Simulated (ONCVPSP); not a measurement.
## u(r) = r·R(r): atom against pseudo-atom (bromine)

Columns: radius, all-electron u(r) and pseudo u(r) of the 3s shell (level -238.03 eV) of bromine in the configuration [Ne] 3s2 3p6 3d10 4s1.75 4p5.25; PBEsol, scalar-relativistic, ONCV scheme, ONCVPSP 4.0.1.

```
r (bohr)  all-electron  pseudo
   0.053        0.0402  0.2243
   0.105       -0.7291  0.4404
   0.158       -0.7286  0.6517
   0.210       -0.2453  0.8448
   0.262        0.3532  1.0169
   0.315        0.8757  1.1632
   0.368        1.2377  1.2735
   0.420        1.4374  1.3418
   0.473        1.5100  1.3680
   0.525        1.4889  1.3524
   0.578        1.4066  1.2991
   0.630        1.2907  1.2168
   0.683        1.1560  1.1116
   0.735        1.0199  0.9962
   0.788        0.8854  0.8746
   0.840        0.7624  0.7583
   0.893        0.6488  0.6476
   0.945        0.5499  0.5496
   0.998        0.4618  0.4616
   1.050        0.3871  0.3869
   1.102        0.3231  0.3230
   1.155        0.2678  0.2677
   1.208        0.2212  0.2211
   1.260        0.1829  0.1828
   1.313        0.1504  0.1503
   1.365        0.1238  0.1237
```

Q: How many radial nodes do the two functions have?

A: The all-electron 3s function has n − l − 1 = 2; the pseudo-wave has 0, since the states of the same l below it are removed with the core.

Q: At about which radius was the pseudo-wave matched?

A: 1.05 bohr. The columns agree to 0.0005 from 0.94 bohr on; several derivatives are matched, so the curves merge somewhat inside the radius.

Q: Is the pseudo-wave norm-conserving?

A: Yes: the ONCV scheme keeps the norm inside the radius equal to the all-electron one, which fixes the energy derivative of the logarithmic derivative at the level.
